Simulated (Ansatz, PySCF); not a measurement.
C2H10FNSi2, SMILES NC[SiH2]C[SiH2]F. Atoms are numbered in the order given.

```xyz
16

N     -3.5305    -0.4182    -0.4217
C     -2.4587    -0.3417     0.5695
Si    -0.8097     0.0367    -0.2889
C      0.6181    -0.0305     0.9587
Si     2.3170    -0.0969     0.1898
F      2.3423     0.9121    -1.0967
H     -3.4004    -1.2279    -1.0281
H     -4.4405    -0.5366     0.0239
H     -2.3420    -1.2370     1.2220
H     -2.6620     0.5013     1.2542
H     -0.5816    -0.9964    -1.3466
H     -0.8588     1.3765    -0.9335
H      0.5448     0.8458     1.6259
H      0.4958    -0.9285     1.5915
H      3.3845     0.3538     1.1248
H      2.6158    -1.4663    -0.3101
```
Charge 0, spin multiplicity 1.

Geometry optimised at B3LYP-D3(BJ)/def2-SVP. The structure was generated by enumeration, and PubChem lists no compound with its InChIKey, so it may never have been made. One conformer was computed; it need not be the lowest.

Two levels are set side by side: PBE-D3(BJ)/def2-SVP (Ansatz, a program for electronic structure) and B3LYP-D3(BJ)/def2-SVP (Ansatz). Each level has its own optimised geometry; the coordinates shown are those of the second. Frequencies come from the Hessian of PySCF at each geometry. Differences are taken from unrounded values.

```
quantity                            B3LYP-D3(BJ)
----------------------------------  ------------
mean bond length (Å)                       1.412
bond N1–C2 (Å)                             1.462
bond C2–Si3 (Å)                            1.897
bond Si3–C4 (Å)                            1.897
bond C4–Si5 (Å)                            1.866
bond Si5–F6 (Å)                            1.635
bond N1–H7 (Å)                             1.020
bond N1–H8 (Å)                             1.020
bond C2–H9 (Å)                             1.114
bond C2–H10 (Å)                            1.105
bond Si3–H11 (Å)                           1.496
bond Si3–H12 (Å)                           1.488
bond C4–H13 (Å)                            1.104
bond C4–H14 (Å)                            1.105
bond Si5–H15 (Å)                           1.489
bond Si5–H16 (Å)                           1.488
highest harmonic wavenumber (cm⁻¹)          3562
mean harmonic wavenumber (cm⁻¹)             1242
zero-point energy (kcal/mol)               74.59
```

Task: What does PBE-D3(BJ) give, and how far is it from B3LYP-D3(BJ)? (Estimate from the structure and the level; the computed values follow.)

Result: 
```tsv
quantity	PBE-D3(BJ)	PBE-D3(BJ) minus B3LYP-D3(BJ)
mean bond length (Å)	1.421	0.009
bond N1–C2 (Å)	1.463	0.001
bond C2–Si3 (Å)	1.905	0.008
bond Si3–C4 (Å)	1.903	0.006
bond C4–Si5 (Å)	1.872	0.006
bond Si5–F6 (Å)	1.647	0.011
bond N1–H7 (Å)	1.028	0.008
bond N1–H8 (Å)	1.028	0.008
bond C2–H9 (Å)	1.123	0.009
bond C2–H10 (Å)	1.113	0.008
bond Si3–H11 (Å)	1.510	0.014
bond Si3–H12 (Å)	1.501	0.013
bond C4–H13 (Å)	1.111	0.007
bond C4–H14 (Å)	1.113	0.007
bond Si5–H15 (Å)	1.503	0.014
bond Si5–H16 (Å)	1.502	0.014
highest harmonic wavenumber (cm⁻¹)	3484	-78
mean harmonic wavenumber (cm⁻¹)	1207	-35
zero-point energy (kcal/mol)	72.48	-2.11
```

Exact exchange shortens and stiffens bonds; PBE has none. Differences between two approximate levels are no errors against the true value.
